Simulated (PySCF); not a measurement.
**SMILES CC1=C[P@]1(=O)C1CC1, C$_{6}$H$_{9}$OP**

Cartesian coordinates in Å; atom numbers follow the order of the lines, from 1:
```xyz
17

C     2.932    0.743    0.205
C     1.772   -0.157    0.100
C     1.441   -1.352   -0.423
P     0.099   -0.653    0.545
O    -0.331   -1.130    1.865
C    -1.178    0.127   -0.476
C    -2.549   -0.476   -0.356
C    -2.262    0.840    0.278
H     3.120    0.986    1.251
H     2.731    1.677   -0.321
H     3.818    0.275   -0.222
H     1.916   -2.135   -0.980
H    -0.837    0.507   -1.428
H    -2.655   -1.330    0.296
H    -3.166   -0.511   -1.241
H    -2.679    1.737   -0.157
H    -2.177    0.863    1.355
```

Level of theory: GIAO B97-2/pcSseg-1 magnetisability, rotational g tensor and spin-rotation constants, non-relativistic, gas phase (PySCF 2.14.0). Geometry: GFN2-xTB.

Problem. Give the nuclear spin-rotation constants along the inertial axes (H = +C I·J) beside the isotropic shieldings.

Solution. Rotational constants 3.4529, 1.1353, 1.0518 GHz. A star marks the isotopologue with that one atom substituted, in its own axes.
| atom | isotope | Caa (kHz) | Cbb (kHz) | Ccc (kHz) | mean (kHz) | σ (ppm) |
| --- | --- | --- | --- | --- | --- | --- |
| P4 | 31P | 5.972 | 0.888 | 1.626 | 2.829 | 412.1 |
| H9 | 1H | -0.338 | -0.097 | 0.004 | -0.144 | 29.2 |
| H10 | 1H | -0.357 | 0.026 | -0.111 | -0.147 | 29.5 |
| H11 | 1H | -0.014 | -0.127 | -0.069 | -0.070 | 29.4 |
| H12 | 1H | -0.183 | -0.123 | 0.090 | -0.072 | 23.0 |
| H13 | 1H | -0.319 | -0.040 | -0.106 | -0.155 | 31.7 |
| H14 | 1H | -0.303 | -0.002 | -0.120 | -0.142 | 30.7 |
| H15 | 1H | -0.206 | -0.103 | -0.064 | -0.124 | 31.0 |
| H16 | 1H | -0.305 | -0.028 | -0.103 | -0.145 | 31.0 |
| H17 | 1H | -0.333 | -0.092 | -0.027 | -0.151 | 30.7 |
| C1 | 13C* | 0.464 | 0.159 | 0.164 | 0.262 | 166.5 |
| C2 | 13C* | 1.834 | 0.263 | 0.432 | 0.843 | 4.9 |
| C3 | 13C* | 1.554 | 0.195 | 0.471 | 0.740 | 26.8 |
| O5 | 17O* | -0.415 | -0.091 | -0.142 | -0.216 | 261.2 |
| C6 | 13C* | 0.641 | 0.080 | 0.157 | 0.293 | 172.8 |
| C7 | 13C* | 0.481 | 0.100 | 0.142 | 0.241 | 182.1 |
| C8 | 13C* | 0.414 | 0.094 | 0.169 | 0.226 | 181.7 |

For the geometry as given, no vibrational averaging.

Problem. How do the rotational constants and the g tensor change when H9, H10, H11, H12, H13, H14, H15, H16, H17 are replaced by deuterium?

Solution. Constants 2.9276, 0.9641, 0.9045 GHz; g -0.0325, 0.0013, -0.0068, against -0.0379, 0.0031, -0.0092 before.
